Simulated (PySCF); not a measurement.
C7H8ClF3.
Numbering: `[F:1][C:2]([F:3])=[C:4]([F:5])[C@@H:6]1[CH2:7][CH2:8][C@H:9]([Cl:10])[CH2:11]1` (hydrogens: H12 on C6; H13, H14 on C7; H15, H16 on C8; H17 on C9; H18, H19 on C11)

Computed geometry: GFN2-xTB, gas phase.

Q: Give the optimised bond lengths and angles.

A: 
```
   bond  length (Å)
  F1–C2       1.330
  C2–F3       1.324
  C2=C4       1.327
  C4–F5       1.347
  C4–C6       1.495
  C6–C7       1.552
  C7–C8       1.531
  C8–C9       1.523
C9–Cl10       1.781
 C9–C11       1.524
 C6–C11       1.542
 C6–H12       1.091
 C7–H13       1.089
 C7–H14       1.089
 C8–H15       1.088
 C8–H16       1.090
 C9–H17       1.092
C11–H18       1.091
C11–H19       1.088
```

A selection of angles:
```
      angle  degrees
   F1–C2–F3    110.7
   F1–C2–C4    122.8
   F3–C2–C4    126.4
   C2–C4–F5    118.4
   C2–C4–C6    125.9
   F5–C4–C6    115.7
   C4–C6–C7    111.7
  C4–C6–C11    111.3
  C7–C6–C11    105.5
   C6–C7–C8    106.0
   C7–C8–C9    103.3
 C8–C9–Cl10    112.5
  C8–C9–C11    103.3
Cl10–C9–C11    112.0
  C6–C11–C9    103.7
```

Dihedral angles: F1–C2–C4–F5 180° (antiperiplanar); C2–C4–C6–C7 -123° (anticlinal); C4–C6–C7–C8 -119° (anticlinal); C6–C7–C8–C9 -27° (synperiplanar); C7–C8–C9–Cl10 163° (antiperiplanar); C8–C9–C11–C6 -40° (synclinal); C4–C6–C11–C9 145° (anticlinal).

The C–F distances run from 1.324 Å (C2–F3, drawn single) to 1.347 Å (C4–F5, drawn single), a spread of 0.023 Å. The C–C distances run from 1.327 Å (C2=C4, drawn double) to 1.552 Å (C6–C7, drawn single), a spread of 0.225 Å. The 5-membered ring C6–C7–C8–C9–C11 has internal angles of 103.3° to 106.0°; it is puckered, 0.19 Å rms from its mean plane, widest ring torsion 42°. Of the pairs four or more bonds apart, F1···H12 is among the closest relative to their van der Waals radii: 2.48 Å, 93 % of the sum of Bondi's values.

Point group: C1 (no symmetry element, even within 0.4 Å). Stationary, but not proved a minimum. One conformer, not necessarily the lowest.
